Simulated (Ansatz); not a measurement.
Molecule: C3H7Si, net charge -1, singlet state. It need not be the lowest isomer of its formula. Whether it binds its extra electron was not tested at this geometry. 
Geometry from a B3LYP-D3(BJ)/def2-TZVP (Ansatz, a first-principles code) optimisation:
```xyz
11

C     -2.4565    -0.5381     0.0904
C     -1.2165     0.0460     0.0922
C      0.0576    -0.4948    -0.1883
Si     1.5925     0.4054    -0.0107
H     -2.5906    -1.5926    -0.1340
H     -3.3489     0.0398     0.2994
H     -1.2153     1.1119     0.3418
H      0.0998    -1.5533    -0.4485
H      2.6098     0.1526    -1.0984
H      2.4720     0.1959     1.2140
H      1.3705     1.8911     0.0100
```
Charge -1, spin multiplicity 1.

Basis-set convergence of Hartree-Fock and CCSD(T) correlation energies (hartree) with Ansatz. Valence correlation only, unless marked. Spin-orbit coupling is left out. No relativistic terms. This anion needs diffuse functions, which these sets lack.

| basis | functions | E(HF) | E(corr, CCSD(T)) |
|---|---|---|---|
| cc-pV(D+d)Z | 100 | -406.55523 | -0.60120 |
| cc-pV(T+d)Z | 227 | -406.60475 | -0.72175 |
| cc-pV(Q+d)Z | 439 | ? | ? |

Task: What belongs in the gaps?

Result: 
- cc-pV(Q+d)Z, E(HF): -406.61803
- cc-pV(Q+d)Z, E(corr, CCSD(T)): -0.75868
